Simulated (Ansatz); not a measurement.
Consider the ligand exchange at a Ge–C bond: `[CH3][GeH2][CH2]Br` + H–F → `[CH3][GeH2][F]` + `CBr`.

Isolated molecules relaxed with PBE0-D4/def2-TZVP in Ansatz; ΔE leaves out vibrations. CBS: MP2 limit from def2 TZ/QZ plus the TZ coupled-cluster correction, frozen cores. This one scheme is used for every species. Functionals use def2-TZVPP. For Br, Ge outer-core shells are correlated without core-valence functions, which leaves a few kJ/mol of doubt a bond. Scalar relativity is left out up to krypton. One conformer a species, not always the lowest.

Is it downhill or uphill in electronic energy at CCSD(T)/CBS, and by how much? (An estimate is asked.)

Computed: Downhill: ΔE = -71.1 kJ/mol.

What do these levels give: PBE0-D4, PBE, CCSD(T)/def2-TZVPP, MP2/def2-QZVPP, MP2/CBS(def2), CCSD/CBS(def2)? (Estimate.)

Ansatz gave: PBE0-D4 -76.1, PBE -84.3, CCSD(T)/def2-TZVPP -73.7, MP2/def2-QZVPP -68.5, MP2/CBS(def2) -66.4, CCSD/CBS(def2) -75.1 kJ/mol.

Largest T1 diagnostic among the species: 0.011.

In def2-TZVPP, CCSD(T) changes the Hartree–Fock value by +37.0 kJ/mol (the triples alone add +4.0 kJ/mol) and MP2 by +41.7 kJ/mol. The D4 term adds +11.7 kJ/mol with B3LYP and +6.6 kJ/mol with PBE0; it sums over pairs of atoms, weighted by their polarisabilities, and B3LYP, whose exchange is more repulsive, gets the larger term.

B3LYP here is the variant with VWN-RPA as its local correlation; programs differ in this.
